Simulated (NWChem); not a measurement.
System: C$_{4}$H$_{3}$NO; SMILES C#C/C=N/C=O

Input file for NWChem:

```
start job
memory heap 200 mb stack 900 mb global 1100 mb
geometry units angstroms noautosym nocenter noautoz
  C     -0.291340     3.031771    -0.006235
  C     -0.039513     1.847336     0.062015
  C      0.291432     0.467434     0.204976
  N     -0.020528    -0.407984    -0.669526
  C      0.268276    -1.744661    -0.388466
  O      0.031937    -2.294178     0.654261
  H     -0.525060     4.078874    -0.082155
  H      0.839944     0.191094     1.125570
  H      0.698001    -2.275481    -1.268679
end
basis spherical
  C library 6-31g*
  N library 6-31g*
  O library 6-31g*
  H library 6-31g*
end
dft
  xc b3lyp
  iterations 150
end
cosmo
  do_cosmo_smd true
  solvent toluene
end
task dft energy
```

Coordinates come from a PBE0/def2-SVP optimisation. Solvent: toluene.

Level: B3LYP/6-31G* with SMD (1 M gas to 1 M solution), gas-phase geometry.

**Question.** Give the results of this calculation. (B3LYP/6-31G* (spherical d), SMD on the gas-phase geometry.) Quantities: solvation free energy (kcal/mol); cavity-dispersion-structure term (kcal/mol); dipole in solution (D).

**Answer.** 
```
Item                                         Result
-------------------------------------------  ------
solvation free energy (kcal/mol)               -4.3
cavity-dispersion-structure term (kcal/mol)    -0.4
dipole in solution (D)                         3.26
```
